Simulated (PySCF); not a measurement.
# Pr²⁺ (praseodymium, charge +2) across methods

[Xe] 4f2 5d1, one real determinant (an excited configuration). Computed with PySCF 2.14 in x2c-TZVPPall (11s7p7d4f2g, 113 functions), with the spin-free X2C one-electron Hamiltonian (Gaussian nucleus).

| method | E (hartree) | mean ε 5p β (eV) | mean ε 4f α (eV) | mean ε 5d α (eV) | Σ⟨r²⟩ (bohr²) | ⟨S²⟩ |
| --- | --- | --- | --- | --- | --- | --- |
| LDA | -9228.32 | -36.454 | -20.405 | -15.537 | 46.17 | 3.750 |
| PBE | -9235.50 | -36.210 | -20.381 | -15.590 | 46.16 | 3.751 |
| PBE0 | -9235.53 | -37.923 | -22.864 | -16.678 | 46.03 | 3.751 |
| r2SCAN | -9235.88 | -36.708 | -20.890 | -15.767 | 46.09 | 3.753 |

**Question.** Estimate the same row for UHF.

**Answer.** E (hartree) = -9232.46896; mean ε 5p β (eV) = -41.781; mean ε 4f α (eV) = -29.669; mean ε 5d α (eV) = -19.278; Σ⟨r²⟩ (bohr²) = 46.22; ⟨S²⟩ = 3.754.

⟨L²⟩ = 30.01 against 56 for a pure K term, so this real determinant mixes terms. Spin-orbit coupling, absent here, splits the open shell strongly.
